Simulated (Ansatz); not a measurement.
Al2S3: single points at one geometry.

```yaml
crystal:
  periodic: [false, false, false]
  atoms:
    - {symbol: Al, position_ang: [-1.067004, 0.713042, 0.115001]}
    - {symbol: Al, position_ang: [1.108144, -0.656436, 0.035515]}
    - {symbol: S, position_ang: [-2.573150, 2.009360, 0.811304]}
    - {symbol: S, position_ang: [-0.429382, -0.590815, -1.570837]}
    - {symbol: S, position_ang: [2.961393, -1.475161, 0.609027]}
basis:
  gaussian: {orbitals: def2-SVP, initial_orbitals: start.molden}
magnetization: {spin_polarized: true, initial_magnetization: 2}
hamiltonian: {xc: {text: "exchange = 0.90*pbe_x + 0.10*exact_x\ncorrelation = pbe_c"}}
scf: {omitted_lower_state_checks: [starts]}
output: {orbitals: {seedname: orbitals}}
```

The file start.molden holds the orbitals of an earlier run on this structure, at another level or in another basis.

```sh
$ ansatz run in.yaml --threads 4 --pin off --events-out ev --progress --plain --max-ram 4787MiB
```

Output, abridged:

```
Functional definition: unnamed
790 factors; integrals over basis functions are off by at most 6.0e-4 eV
mean field evaluation 1: about -45667.9188 eV, gradient 4.6e0 eV
mean field evaluation 2: about -45668.0566 eV, gradient 1.7e-1 eV
mean field evaluation 4: about -45668.0757 eV, gradient 4.1e-3 eV
mean field evaluation 8: about -45668.0757 eV, gradient 2.1e-5 eV
mean field -45668.07570223 eV, -1678.2708271233 hartree, gradient 7.5e-6 eV, S^2 2.006670; 0 other end points of the search recorded, 0 dependent functions left out
reference -45668.07573405 eV, -1678.2708282927 hartree; 38, 36 occupied and 52, 54 virtual orbitals, 790 factors
Total energy: -45668.07573405 eV, -1678.2708282927 hartree
Checks for a lower state left out: starts
```

Hardware: 4 threads of Arm Neoverse V1 on a shared host. Wall time 2.5 s.

First input, but with `hamiltonian: {xc: {text: "exchange = 0.60*pbe_x + 0.40*exact_x\ncorrelation = pbe_c"}}` (abridged; 3 s):

```
Functional definition: unnamed
mean field -45672.40269808 eV, -1678.4298412880 hartree, gradient 3.9e-6 eV, S^2 2.018891
Total energy: -45672.40271907 eV, -1678.4298420594 hartree
Checks for a lower state left out: starts
```

The first input with `gaussian: {orbitals: STO-3G}`, `hamiltonian: {xc: hf}` (abridged; 0.4 s):

```
Functional definition: HF
mean field evaluation 16: about -45104.3565 eV, gradient 1.2e0 eV
mean field -45104.47680039 eV, -1657.5589495020 hartree, gradient 7.2e-6 eV, S^2 2.276553
Total energy: -45104.47680039 eV, -1657.5589495020 hartree
Checks for a lower state left out: starts
```

First input, but with `gaussian: {orbitals: def2-TZVP, initial_orbitals: start.molden}`, `hamiltonian: {xc: pbe0, dispersion: d4}` (abridged; 13 s):

```
Functional definition: PBE0
mean field -45685.98284053 eV, -1678.9289023181 hartree, gradient 6.2e-6 eV, S^2 2.015157
Total energy: -45686.15644347 eV, -1678.9352821086 hartree
Checks for a lower state left out: starts
```

The first input with `hamiltonian: {xc: {text: "exchange = 0.85*pbe_x + 0.15*exact_x\ncorrelation = pbe_c"}}` (abridged; 2.6 s):

```
Functional definition: unnamed
mean field -45668.77106965 eV, -1678.2963814047 hartree, gradient 6.1e-6 eV, S^2 2.008338
Total energy: -45668.77109964 eV, -1678.2963825069 hartree
Checks for a lower state left out: starts
```

As the first input, with `gaussian: {orbitals: def2-TZVPP, initial_orbitals: start.molden}`, `correlation: {method: ccsd_t}`, `scf: {omitted_lower_state_checks: [starts, cluster_reference]}` and without the key `hamiltonian` (abridged; 58 s):

```
Functional definition: HF
mean field -45621.99020249 eV, -1676.5772162460 hartree, gradient 3.0e-6 eV, S^2 2.033797
25 core orbitals not correlated: weight in the atoms' cores, before any rotation towards them, 1.000 or more for the frozen orbitals, at most 0.000 for the correlated occupied ones
second order -15.80221374 eV of doubles, -0.00000000 eV of singles
cycle   1  -16.84362971 eV  change    -1.0e0 eV  update   1.3e-1
cycle   2  -17.35650175 eV  change   -5.1e-1 eV  update   4.8e-2
cycle   3  -17.49314701 eV  change   -1.4e-1 eV  update   4.9e-2
cycle   4  -17.52524022 eV  change   -3.2e-2 eV  update   3.6e-2
cycle   5  -17.55337513 eV  change   -2.8e-2 eV  update   3.0e-2
cycle   6  -17.60444472 eV  change   -5.1e-2 eV  update   1.8e-2
cycle   7  -17.61444601 eV  change   -1.0e-2 eV  update   7.3e-3
cycle   8  -17.61979193 eV  change   -5.3e-3 eV  update   4.0e-3
cycle   9  -17.62080827 eV  change   -1.0e-3 eV  update   2.7e-3
cycle  10  -17.61880251 eV  change    2.0e-3 eV  update   1.7e-3
cycle  11  -17.61992679 eV  change   -1.1e-3 eV  update   1.0e-3
cycle  12  -17.62034661 eV  change   -4.2e-4 eV  update   4.2e-4
cycle  13  -17.61996723 eV  change    3.8e-4 eV  update   1.9e-4
cycle  14  -17.62006362 eV  change   -9.6e-5 eV  update   8.2e-5
cycle  15  -17.61993852 eV  change    1.3e-4 eV  update   3.7e-5
cycle  16  -17.61994271 eV  change   -4.2e-6 eV  update   1.5e-5
perturbative correction -1.10104476 eV, -0.0404626488 hartree
Total energy: -45640.71118996 eV, -1677.2651998460 hartree
Checks for a lower state left out: starts, cluster_reference
```

First input, but with `gaussian: {orbitals: def2-TZVP, initial_orbitals: start.molden}`, `hamiltonian: {xc: {name: LC-wPBE}}` (abridged; 13 s):

```
Functional definition: LC-wPBE
mean field evaluation 16: about -45688.4139 eV, gradient 6.4e-4 eV
mean field -45688.41394446 eV, -1679.0182437395 hartree, gradient 9.0e-6 eV, S^2 2.034138
Total energy: -45688.41394446 eV, -1679.0182437397 hartree
Checks for a lower state left out: starts
```

Geometry: PBE-D4/def2-SVP.

LC-ωPBE has ω = 0.4 bohr⁻¹. Correlated methods freeze 25 core orbitals. At HF/STO-3G the charge 0 triplet is spin-contaminated (final ⟨S²⟩ up to 2.28, 2.00 for a pure state). At CCSD(T)/def2-TZVPP T1 of the charge 0 triplet is large (up to 0.065), so the single-reference result is doubtful. At PBE0-D4/def2-TZVP a singlet of charge 0 lies 1.43 eV below the triplet, each at its own geometry. The structure comes from a short search, and lower isomers may exist.
